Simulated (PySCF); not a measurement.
C₂H₄ClFOSi, SMILES O=CC[Si@@H](F)Cl. Atoms are numbered in the order given.

```xyz
10

O      2.6807     0.1530    -1.2475
C      2.0486     0.2584    -0.2315
C      1.1070    -0.7895     0.2861
Si    -0.6698    -0.4638    -0.1983
F     -1.6006    -1.5262     0.5894
Cl    -1.1932     1.4236     0.4188
H      2.1056     1.1870     0.3920
H      1.1275    -0.8271     1.3881
H      1.3850    -1.7725    -0.1279
H     -0.9311    -0.5967    -1.6477
```
Charge 0, spin multiplicity 1.

Coordinates come from a PBE0-D3(BJ)/def2-SVP optimisation. The structure was generated by enumeration; whether it is a known compound was not checked. The values are those of a single conformer.

Two levels are set side by side: PBE/pcSseg-1 (PySCF) and B3LYP/pcSseg-1 (PySCF). GIAO shifts against CFCl3 (¹⁹F), H2O (¹⁷O), HCl (³⁵Cl), TMS (²⁹Si), TMS (¹H), TMS (¹³C) at the same level; non-relativistic, no solvent, atoms listed together averaged. Without spin–orbit terms, shifts of atoms bonded to Cl or Br come out too high at both levels. Differences are taken from unrounded values.

| quantity | B3LYP | PBE | PBE minus B3LYP |
|---|---|---|---|
| δ(¹⁷O) of O1 (ppm) | 731.1 | 721.4 | -9.7 |
| δ(¹³C) of C2 (ppm) | 199.2 | 196.1 | -3.0 |
| δ(¹³C) of C3 (ppm) | 44.5 | 46.5 | 2.0 |
| δ(²⁹Si) of Si4 (ppm) | 8.8 | 13.3 | 4.6 |
| δ(¹⁹F) of F5 (ppm) | -157.5 | -168.3 | -10.8 |
| δ(³⁵Cl) of Cl6 (ppm) | 72.8 | 97.8 | 25.0 |
| δ(¹H) of H7 (ppm) | 9.92 | 10.14 | 0.23 |
| δ(¹H) of H10 (ppm) | 5.66 | 5.97 | 0.31 |

Rough cost on one machine, each run with all the roots and properties that it gave: B3LYP against PBE within a factor of 2.
